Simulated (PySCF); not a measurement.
Cl3HSTi, multiplicity 1.

```xyz
6

Ti    -0.0580     0.0079     0.0000
Cl    -0.3087     1.2449    -1.7756
Cl    -0.3087     1.2449     1.7756
Cl    -1.3693    -1.7159     0.0000
S      2.0311    -0.8579     0.0000
H      2.5548     0.3966     0.0000
```
Charge 0, spin multiplicity 1.

The structure is a stationary point at B3LYP-D3(BJ)/def2-SVP. The multiplicity is an assumed one; no other spin state was optimised. The structure was generated by enumeration; whether it is a known compound was not checked. Other conformers were not sampled.

Computed with PBE0/pcSseg-1 run with PySCF. Non-relativistic, no solvent.

Computed absolute GIAO shielding of each atom: isotropic value and principal components (ppm):
```json
[
 {"atom": "Ti1", "σ(iso)": "-1296.8", "σ11": "-1535.9", "σ22": "-1327.3", "σ33": "-1027.3", "span": "508.6"},
 {"atom": "Cl2", "σ(iso)": "58.3", "σ11": "-411.7", "σ22": "-344.4", "σ33": "931.0", "span": "1342.7"},
 {"atom": "Cl3", "σ(iso)": "58.3", "σ11": "-411.7", "σ22": "-344.4", "σ33": "931.0", "span": "1342.7"},
 {"atom": "Cl4", "σ(iso)": "-39.9", "σ11": "-702.2", "σ22": "-393.2", "σ33": "975.7", "span": "1678.0"},
 {"atom": "S5", "σ(iso)": "-113.1", "σ11": "-1289.6", "σ22": "239.7", "σ33": "710.8", "span": "2000.4"},
 {"atom": "H6", "σ(iso)": "23.0", "σ11": "17.3", "σ22": "24.6", "σ33": "27.1", "span": "9.8"}
]
```
